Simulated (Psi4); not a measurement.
Cl2CrO2, singlet, at a GFN2-xTB geometry (such geometries of metal compounds can be far from the true shape); TPSS/STO-3G (Psi4 1.11).

Here is a job for Psi4.
```
memory 2 GB

molecule {
0 1
Cr    0.36161990   -0.06306063    0.11655214
O     1.44045237   -0.59234025   -0.86408389
O     0.79045337    0.20330658    1.58311746
Cl   -0.38616068    1.66825371   -0.64495912
Cl   -1.17419951   -1.39615227    0.14204619
}

set {
  basis sto-3g
}

energy('tpss')
print_variables()
```

### Question
What does Psi4 print? Leave out banner, timings and long lists.

### Answer

```
   => Loading Basis Set <=

    Name: STO-3G
    Role: ORBITAL
    Keyword: BASIS

         ---------------------------------------------------------
                                   SCF
               by Justin Turney, Rob Parrish, Andy Simmonett
                          and Daniel G. A. Smith
                              RKS Reference
         ---------------------------------------------------------

  ==> Geometry <==

    Molecular point group: c1
    Full point group: C1

    Geometry (in Angstrom), charge = 0, multiplicity = 1:

       Center              X                  Y                   Z               Mass
    ------------   -----------------  -----------------  -----------------  -----------------
         CR           0.362257706980    -0.063171853804     0.116757708657    51.940506230000
         O            1.441090176980    -0.592451473804    -0.863878321343    15.994914619570
         O            0.791091176980     0.203195356196     1.583323028657    15.994914619570
         CL          -0.385522873020     1.668142486196    -0.644753551343    34.968852682000
         CL          -1.173561703020    -1.396263493804     0.142251758657    34.968852682000

  Running in c1 symmetry.

  Rotational constants: A =      0.10705  B =      0.06960  C =      0.05873 [cm^-1]
  Rotational constants: A =   3209.25240  B =   2086.50468  C =   1760.80979 [MHz]
  Nuclear repulsion =  501.758778035370256

  Charge       = 0
  Multiplicity = 1
  Electrons    = 74
  Nalpha       = 37
  Nbeta        = 37

  ==> Algorithm <==

  SCF Algorithm Type is DF.
  DIIS enabled.
  MOM disabled.
  Fractional occupation disabled.
  Guess Type is SAD.
  Energy threshold   = 1.00e-06
  Density threshold  = 1.00e-06
  Integral threshold = 1.00e-12

  ==> Primary Basis <==

  Basis Set: STO-3G
    Blend: STO-3G
    Number of shells: 24
    Number of basis functions: 46
    Number of Cartesian functions: 47
    Spherical Harmonics?: true
    Max angular momentum: 2

  ==> DFT Potential <==

   => LibXC <=

    Version 7.1.2
    S. Lehtola, C. Steigemann, M. J. T. Oliveira, and M. A. L. Marques,  SoftwareX 7, 1–5 (2018) (10.1016/j.softx.2017.11.002)

   => Composite Functional: TPSS <=

    TPSS Meta-GGA XC Functional

    J. Tao, et al., Phys. Rev. Lett., 91, 146401, 2003

    Deriv               =              1
    GGA                 =           TRUE
    Meta                =           TRUE

    Exchange Hybrid     =          FALSE
    MP2 Hybrid          =          FALSE

   => Exchange Functionals <=

    1.0000   XC_MGGA_X_TPSS

   => Correlation Functionals <=

    1.0000   XC_MGGA_C_TPSS

   => LibXC Density Thresholds  <==

    XC_MGGA_C_TPSS:  1.00E-15
    XC_MGGA_X_TPSS:  1.00E-15

   => Molecular Quadrature <=

    Radial Scheme          =       TREUTLER
    Pruning Scheme         =           NONE
    Nuclear Scheme         =       TREUTLER

    Blocking Scheme        =         OCTREE
    BS radius alpha        =              1
    Pruning alpha          =              1
    Radial Points          =             75
    Spherical Points       =            302
    Total Points           =         103149
    Total Blocks           =            838
    Max Points             =            256
    Max Functions          =             41
    Weights Tolerance      =       1.00E-15

   => Loading Basis Set <=

    Name: (STO-3G AUX)
    Role: JKFIT
    Keyword: DF_BASIS_SCF

  ==> Integral Setup <==

  SCF_SUBTYPE=INCORE selected. In-core MEM_DF algorithm will be used.
  Using in-core AOs.

  ==> MemDFJK: Density-Fitted J/K Matrices <==

    J tasked:                   Yes
    K tasked:                    No
    wK tasked:                   No
    Algorithm:                 Core
    Schwarz Cutoff:           1E-12
    Mask sparsity (%):       9.3573
    Fitting Condition:        1E-10

   => Auxiliary Basis Set <=

  Basis Set: (STO-3G AUX)
    Blend: DEF2-UNIVERSAL-JKFIT
    Number of shells: 184
    Number of basis functions: 674
    Number of Cartesian functions: 873
    Spherical Harmonics?: true
    Max angular momentum: 6

  Minimum eigenvalue in the overlap matrix is 2.0913824090E-01.
  Reciprocal condition number of the overlap matrix is 1.0302773070E-01.
    Using symmetric orthogonalization.

  ==> Pre-Iterations <==

  SCF Guess: Superposition of Atomic Densities via on-the-fly atomic UHF (no occupation information).

   -------------------------
    Irrep   Nso     Nmo
   -------------------------
     A         46      46
   -------------------------
    Total      46      46
   -------------------------

  ==> Iterations <==

                           Total Energy        Delta E     RMS |[F,P]|

   @DF-RKS iter SAD: -2091.50834224625214   -2.09151e+03   0.00000e+00
   @DF-RKS iter   1: -2091.88081650424374   -3.72474e-01   2.83020e-02 ADIIS/DIIS
   @DF-RKS iter   2: -2076.62784318180638    1.52530e+01   7.82759e-02 ADIIS/DIIS
   @DF-RKS iter   3: -2091.35369789829201   -1.47259e+01   4.03776e-02 ADIIS/DIIS
   @DF-RKS iter   4: -2092.60243836211384   -1.24874e+00   7.74465e-03 ADIIS/DIIS
   @DF-RKS iter   5: -2092.67746376188188   -7.50254e-02   3.96679e-03 ADIIS/DIIS
   @DF-RKS iter   6: -2092.70299123082259   -2.55275e-02   4.19658e-04 ADIIS/DIIS
   @DF-RKS iter   7: -2092.70309278212017   -1.01551e-04   2.75183e-04 ADIIS/DIIS
   @DF-RKS iter   8: -2092.70312683890643   -3.40568e-05   1.73034e-04 ADIIS/DIIS
   @DF-RKS iter   9: -2092.70314889680640   -2.20579e-05   9.90060e-06 DIIS
   @DF-RKS iter  10: -2092.70314879587704    1.00929e-07   1.35168e-05 DIIS
   @DF-RKS iter  11: -2092.70314900498306   -2.09106e-07   1.02752e-06 DIIS
   @DF-RKS iter  12: -2092.70314900582071   -8.37645e-10   5.36382e-08 DIIS
  Energy and wave function converged.

  ==> Post-Iterations <==

   Electrons on quadrature grid:
      Ntotal   =   74.0000584056 ; deviation = 5.841e-05

    Orbital Energies [Eh]
    ---------------------

    Doubly Occupied:

[...]
      37A     -0.189177

    Virtual:

[...]
    Final Occupation by Irrep:
              A
    DOCC [    37 ]
    NA   [    37 ]
    NB   [    37 ]

  @DF-RKS Final Energy: -2092.70314900582071

   => Energetics <=

    Nuclear Repulsion Energy =            501.7587780353702556
    One-Electron Energy =               -3880.9894048048481636
    Two-Electron Energy =                1408.4817684113843370
    DFT Exchange-Correlation Energy =    -121.9542906477271913
    Empirical Dispersion Energy =           0.0000000000000000
    VV10 Nonlocal Energy =                  0.0000000000000000
    Total Energy =                      -2092.7031490058207055

Computation Completed

Properties will be evaluated at   0.000000,   0.000000,   0.000000 [a0]

Properties computed using the SCF density matrix

 Multipole Moments:

 ------------------------------------------------------------------------------------
     Multipole            Electronic (a.u.)      Nuclear  (a.u.)        Total (a.u.)
 ------------------------------------------------------------------------------------

 L = 1.  Multiply by 2.5417464519 to convert [e a0] to [Debye]
 Dipole X            :          0.3678086            0.0891913            0.4569999
 Dipole Y            :         -0.0641399           -0.0155535           -0.0796934
 Dipole Z            :          0.1185468            0.0287469            0.1472937
 Magnitude           :                                                    0.4867190

 ------------------------------------------------------------------------------------

  Variable Map:
  ----------------------------------------------------------------------------
[...]
  Array Variable Map:
  ----------------------------------------------------------------------------
[...]
[...]
```
